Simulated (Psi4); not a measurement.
Input for Psi4:
```
memory 2 GB

molecule {
0 3
Te    0.00000000    0.00000000    0.00000000
}

set {
  basis def2-svpd
  reference uks
}

energy('pbe')
print_variables()
```

### Question
What does this run give for the <S^2>, total energy, number of basis functions, dipole moment?

### Answer

```
Quantity                          Value
-------------------------  ------------
<S^2>                             2.002
total energy               -267.9651 Eh
number of basis functions            35
dipole moment                    0.00 D
```

These values belong to the state on which the SCF converged, which isn't shown to be the lowest.
